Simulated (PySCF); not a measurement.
Isomers of C11H14, from PBE0-D3(BJ)/def2-SVP geometry optimisation, gas phase (PySCF 2.14.0). One conformer each, no zero-point energy, no frequencies.

Question: Which isomer lies lowest at this level?
A. `[CH2:1]=[CH:2][c:3]1[cH:4][cH:5][c:6]([CH:7]([CH3:8])[CH3:9])[cH:10][cH:11]1` with C1–C2–C3–C4 -2°, C5–C6–C7–C8 -65°: A = 2966, B = 551.1, C = 516.4 MHz, dipole 0.65 D
B. `[CH3:1][CH2:2][CH2:3]/[CH:4]=[CH:5]\[c:6]1[cH:7][cH:8][cH:9][cH:10][cH:11]1` with C1–C2–C3–C4 180°, C2–C3–C4–C5 -139°, C4–C5–C6–C7 145°: A = 2294, B = 515.2, C = 458.1 MHz, dipole 0.43 D
C. `[cH:1]1[cH:2][cH:3][c:4]([CH:5]2[CH2:6][CH2:7][CH2:8][CH2:9]2)[cH:10][cH:11]1` with C3–C4–C5–C6 129°, C4–C5–C6–C7 120°, C5–C6–C7–C8 29°, C6–C7–C8–C9 -42°, C7–C8–C9–C5 39°: A = 2845, B = 644.2, C = 602.5 MHz, dipole 0.50 D
D. `[CH3:1][CH:2]([CH3:3])[c:4]1[cH:5][cH:6][c:7]2[c:8]([cH:9]1)[CH2:10][CH2:11]2` with C1–C2–C4–C5 120°: A = 2465, B = 677.1, C = 604.4 MHz, dipole 0.23 D
E. `[CH2:1]=[C:2]([CH2:3][CH2:4][CH3:5])[c:6]1[cH:7][cH:8][cH:9][cH:10][cH:11]1` with C1–C2–C3–C4 117°, C2–C3–C4–C5 179°, C1–C2–C6–C7 -36°: A = 1822, B = 691.3, C = 570.4 MHz, dipole 0.41 D

Answer: C. That is `c1ccc(C2CCCC2)cc1`, 15.4 kcal/mol below the next.

```csv
SMILES,mapped SMILES,E (Eh),relative (kcal/mol),relative (kJ/mol),dipole (D)
c1ccc(C2CCCC2)cc1,[cH:1]1[cH:2][cH:3][c:4]([CH:5]2[CH2:6][CH2:7][CH2:8][CH2:9]2)[cH:10][cH:11]1,-426.81550,0.0,0.0,0.50
C=Cc1ccc(C(C)C)cc1,[CH2:1]=[CH:2][c:3]1[cH:4][cH:5][c:6]([CH:7]([CH3:8])[CH3:9])[cH:10][cH:11]1,-426.79103,15.4,64.2,0.65
C=C(CCC)c1ccccc1,[CH2:1]=[C:2]([CH2:3][CH2:4][CH3:5])[c:6]1[cH:7][cH:8][cH:9][cH:10][cH:11]1,-426.78940,16.4,68.5,0.41
CCC/C=C\c1ccccc1,[CH3:1][CH2:2][CH2:3]/[CH:4]=[CH:5]\[c:6]1[cH:7][cH:8][cH:9][cH:10][cH:11]1,-426.78816,17.2,71.8,0.43
CC(C)c1ccc2c(c1)CC2,[CH3:1][CH:2]([CH3:3])[c:4]1[cH:5][cH:6][c:7]2[c:8]([cH:9]1)[CH2:10][CH2:11]2,-426.78032,22.1,92.4,0.23
```

As drawn, the highest has a four-membered ring, which the lowest lacks.
